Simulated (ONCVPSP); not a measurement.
# Which change was made? (In, ONCV)

In, optimised norm-conserving Vanderbilt (ONCV), made with ONCVPSP 4.0.1 (PBE, scalar-relativistic). Core [Kr] 4d10, reference 5s2 5p1. Waves: 5s: rc 1.85 bohr, ncon 4, nbas 7, qcut 4 1/bohr, local; 5p: rc 2.05 bohr, ncon 4, nbas 7, qcut 3.5 1/bohr, 2 projectors, debl 2.4 Ha. Local part: the s channel. Core correction: polynomial model core, fcfact 0.6.

Cutoffs, loose and tight: the cutoffs (Ha) at which the residual kinetic energy of the hardest occupied pseudo-wave falls to 1 and 0.1 mHa per electron. They do not see the model core or the augmentation charge, which bear on the density cutoff. Test errors are all-electron minus pseudo excitation energies from the reference, over the configurations 5s2 5p0; 5s1 5p0; 5s2 5p0.5; 5s0 5p3; variants that change the core or the reference have their own tests.

The base gives: outcome: generated; cutoff, loose: 5.5 Ha; cutoff, tight: 31 Ha; bound ghosts: p; GHOST(+) flags above zero: none; largest test error (meV): -203.

Q: After one change the result is: outcome: failed: test_data: rc < rc(lloc) for l = 1. Not allowed.. Which change was it?
A. s: rc 1.96
B. s: rc 1.5
C. s: rc 2.26

A: C. The others give: s: rc 1.96 → outcome: failed: ERROR pspot: first pseudo wave function has node, program will stop | s: rc 1.5 → outcome: failed: optimize: ERROR ps0norm > uunorm, code will stop.
